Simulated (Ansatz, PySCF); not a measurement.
Reaction (SMILES): C[C@H]1CO1 → [CH3] (CH3) + [CH]1CO1 (the C-C bond at the site shown breaks; other sites are not compared here)
Structures are relaxed separately at B3LYP-D3(BJ)/def2-TZVP in Ansatz (a quantum-chemistry and plane-wave program).
Geometry of the first species:
```
C
H 1 1.0883
O 1 1.4326 2 113.21
C 3 1.4309 1 61.46 2 108.79
H 4 1.0859 3 115.26 1 -111.45
H 4 1.0864 5 115.42 3 138.05
C 1 1.5007 2 115.53 3 -138.24
H 7 1.0905 1 110.63 2 -179.55
H 7 1.0919 8 108.34 1 121.39
H 7 1.0926 8 108.70 9 117.14
```
Charge 0, spin multiplicity 1.

Wanted: bond dissociation energy (enthalpy at 298 K, with B3LYP-D3(BJ) rigid-rotor harmonic-oscillator terms from PySCF), in kcal/mol. Correlated levels leave the core frozen unless marked. Open shells are spin-unrestricted. Spin-orbit coupling is left out. No relativistic terms. CBS(X,Y): correlation extrapolated as X^-3; Hartree-Fock from the larger set. The bracket is a focal-point correction in the basis named.

RI-MP2/CBS(cc-pVTZ,cc-pVQZ)+[CCSD(T)-MP2]/cc-pVTZ (Ansatz) gives 97.4 kcal/mol.

Task: Another calculation gave 92.3 kcal/mol. Which level was it?
A. M06-2X/def2-TZVPD (PySCF)
B. SVWN5/def2-TZVPD (Ansatz)
C. r2SCANh/def2-TZVPD (Ansatz)
D. CAM-B3LYP/def2-TZVPD (Ansatz)

Result: D, CAM-B3LYP/def2-TZVPD (Ansatz). The others give 97.3 (M06-2X), 88.5 (r2SCANh), 111.5 (SVWN5) kcal/mol.
